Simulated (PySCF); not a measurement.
Species: C₈H₁₁NO.
SMILES with atom numbers: `[CH3:1][C:2](=[O:3])[NH:4][C:5]1=[CH:6][CH2:7][CH:8]=[CH:9][CH2:10]1` (hydrogens: H11, H12, H13 on C1; H14 on N4; H15 on C6; H16, H17 on C7; H18 on C8; H19 on C9; H20, H21 on C10)

Level of theory: TDDFT B3LYP/def2-SVPD, vertical, gas phase, core orbitals frozen in the response (PySCF 2.14.0, density-fitted response routines). One conformer (not necessarily the lowest) at the PBE0-D3(BJ)/def2-SVP geometry, without solvent, vibrations or thermal averaging. Torsions of this conformer, `[CH3:1][C:2](=[O:3])[NH:4][C:5]1=[CH:6][CH2:7][CH:8]=[CH:9][CH2:10]1`: C1–C2–N4–C5 180°, C2–N4–C5–C6 178°.

Computed states:

| state | E (eV) | f |
| --- | --- | --- |
| S1 | 5.00 | 0.108 |
| S2 | 5.15 | 0.0005 |
| S3 | 5.29 | 0.0014 |
| S4 | 5.65 | 0.022 |
| S5 | 5.84 | 0.161 |
| S6 | 5.86 | 0.0005 |
| S7 | 6.16 | 0.0005 |
| S8 | 6.29 | 0.0038 |
| S9 | 6.33 | 0.180 |
| S10 | 6.43 | 0.013 |

Broadening: Gaussians 0.5 eV wide at half height, area fixed by f = 4.319×10⁻⁹ ∫ε dν̃. The width is an assumption, not a result. The curve ends short of the highest state used, and states not computed would add to its high-energy end.

Task: Give the broadened spectrum and its maxima.

Result: 
(λ (nm), ε (L mol⁻¹ cm⁻¹)): (212.8, 10139), (215.5, 9298), (218.2, 7866), (221.0, 6107), (223.7, 4529), (226.4, 3350), (229.1, 2707), (231.9, 2617), (234.6, 3002), (237.3, 3699), (240.0, 4517), (242.8, 5281), (245.5, 5765), (248.2, 5902), (250.9, 5674), (253.7, 5112), (256.4, 4364), (259.1, 3532), (261.8, 2719), (264.6, 1973), (267.3, 1385), (270.0, 933), (272.7, 605), (275.5, 372), (278.2, 224), (280.9, 131), (283.6, 75), (286.4, 40), (289.1, 22), (291.8, 11)

Maxima: 248 nm (5.00 eV), ε about 5900, made up of S1 (99%) (ε in L mol⁻¹ cm⁻¹; maxima over ε = 5, shares over 10%). At its high-energy end, 5.83 eV, the curve is still rising (ε about 10000, from S5).

Task: What would ε be at 5.00 eV, the highest of these maxima, with half the width (0.25 eV)?

Result: About 11700 L mol⁻¹ cm⁻¹ against 5910, a factor of about 1.98; a lone state at its own centre would give exactly 2.

Task: Coming from long wavelengths, where does ε first pass 100 L mol⁻¹ cm⁻¹?

Result: At about 282 nm (4.39 eV), 0.60 eV below S1.

Task: On this curve, what absorbance would a 10⁻³ mol/L sample give at 280 nm over a 1 cm path?

Result: 280 nm is 4.428 eV, where ε is about 160 L mol⁻¹ cm⁻¹, so A = ε c l ≈ 0.16 (Beer–Lambert, with the gas-phase spectrum and the assumed width).

All these states lie below the vertical ionisation energy of 7.89 eV (ΔSCF).
